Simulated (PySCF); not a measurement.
PySCF 2.14 output of an unrestricted M06 calculation on a single atom or ion in def2-QZVPPD with the def2 core potential (28 electrons), with a scalar-relativistic core potential:

```
SCF conv_tol = 1e-09
number electrons alpha = 8  beta = 4
    Y. Zhao and D. G. Truhlar.,  Theor. Chem. Acc. 120, 215 (2008)
    Y. Zhao and D. G. Truhlar.,  Theor. Chem. Acc. 120, 215 (2008)
cycle= 1 E= -46.7516021477806  delta_E= -0.004  |g|= 0.0171  |ddm|= 0.297
cycle= 2 E= -46.751888335522  delta_E= -0.000286  |g|= 0.00812  |ddm|= 0.0811
cycle= 3 E= -46.7519759651808  delta_E= -8.76e-05  |g|= 0.00302  |ddm|= 0.0291
cycle= 4 E= -46.7520460172579  delta_E= -7.01e-05  |g|= 0.00197  |ddm|= 0.0236
cycle= 5 E= -46.7521046934148  delta_E= -5.87e-05  |g|= 0.00125  |ddm|= 0.0218
cycle= 6 E= -46.7521428292964  delta_E= -3.81e-05  |g|= 0.000766  |ddm|= 0.0239
cycle= 7 E= -46.7521591242196  delta_E= -1.63e-05  |g|= 0.000521  |ddm|= 0.022
cycle= 8 E= -46.7521632539057  delta_E= -4.13e-06  |g|= 0.000243  |ddm|= 0.0103
cycle= 9 E= -46.7521644512453  delta_E= -1.2e-06  |g|= 0.000117  |ddm|= 0.00748
cycle= 10 E= -46.7521645732899  delta_E= -1.22e-07  |g|= 2.26e-05  |ddm|= 0.00264
cycle= 11 E= -46.752164574061  delta_E= -7.71e-10  |g|= 1.99e-06  |ddm|= 0.0001
converged SCF energy = -46.752164574061  <S^2> = 6.0006805  2S+1 = 5.0002722
```

The run itself started from symmetry-adapted Hartree-Fock orbitals and held the occupation by maximum overlap, on a logarithmic radial grid, so the iterations belong to that start.

Question: Which element, charge and spin multiplicity is this?

Answer: Zr (zirconium, neutral), multiplicity 5; the state was [Kr] 4d2 5s1 5p1, one real determinant (an excited configuration).

⟨L²⟩ = 13.86 against 20 for a pure G term, so this real determinant mixes terms. Energies and moments cover only the electrons outside the core potential.
